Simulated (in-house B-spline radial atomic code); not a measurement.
Rb⁸⁺. Computed with a B-spline radial atomic code. Model: all-electron spherical atom, spin shells full or empty, radial basis limit, no spin-orbit coupling, Breit or QED, empty-state partial waves extrapolated as (l+1/2)^-4, RPA, G0W0 and static COHSEX of the highest shell as one setting changes (uncorrelated shells keep exact exchange).

In a row where one electron alone is correlated, RPA and GW hold only self-correlation.

Given: element Rb; charge 8; filled core Ar; hamiltonian one-electron scalar X2C; mean-field start LDA VWN5; highest l of empty states 9; nuclear rms radius 4.2036 fm; highest mean-field shell 4s up.

Shell: 3d 5 5, 4s 1 0 (electrons up and down).

```tsv
lowest nl shells left uncorrelated	RPA correlation energy (hartree)	G0W0 level (eV)	G0W0 minus most complete (meV)	COHSEX level (eV)
0	-2.2296	-151.96	0	-153.89
1	?	?	?	?
2	?	?	?	?
3	-1.3763	-151.95	13.5	-153.86
4	-1.1943	-152.1	-141.3	-154.15
5	-0.67709	-152	-37.5	-153.98
6	-0.027841	-151.01	948.5	-152.52
```

Problem. What follows for lowest nl shells left uncorrelated = 1?

Solution. RPA correlation energy -2.0726 hartree; G0W0 level -151.96 eV; G0W0 minus most complete 0.9 meV; COHSEX level -153.89 eV.

Problem. What follows for lowest nl shells left uncorrelated = 2?

Solution. RPA correlation energy -1.8891 hartree; G0W0 level -151.98 eV; G0W0 minus most complete -13.8 meV; COHSEX level -153.92 eV.
